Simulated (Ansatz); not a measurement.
Correlation energies of CH₆FNO₂Si (`NC(O)(O)[SiH2]F`) by basis set

```tsv
atom	x (Å)	y (Å)	z (Å)
N1	1.0365	0.9733	-0.4259
C2	0.2012	0.0676	0.3151
O3	-0.3628	0.8545	1.3346
O4	0.8760	-1.0383	0.8532
Si5	-1.0902	-0.5316	-0.9518
F6	-2.1107	-1.5560	-0.2552
H7	1.3673	1.7330	0.1571
H8	1.8093	0.4865	-0.8566
H9	-0.9697	0.2975	1.8320
H10	1.5334	-0.7016	1.4781
H11	-1.8719	0.6392	-1.4033
H12	-0.4184	-1.2241	-2.0774
```

Charge 0, multiplicity 1. Geometry: relaxed with PBE0-D4/def2-TZVP. It is one conformer, not always the lowest. Frozen core, restricted reference, Ansatz. CBS rows extrapolate triple and quadruple zeta; past MP2 they add the triple-zeta difference.

| basis | HF (Eh) | MP2 corr. |
| --- | --- | --- |
| def2-TZVPP | -634.13043 | -1.23278 |
| def2-QZVPP | -634.15589 | -1.33294 |

(1) Estimate the CCSD correlation energy and the (T) correction in each basis where they were run (hartree).

Answers

(1) 
| basis | CCSD corr. | (T) |
| --- | --- | --- |
| def2-TZVPP | -1.26168 | -0.04552 |
| CBS(def2) | -1.43602 | as TZ |
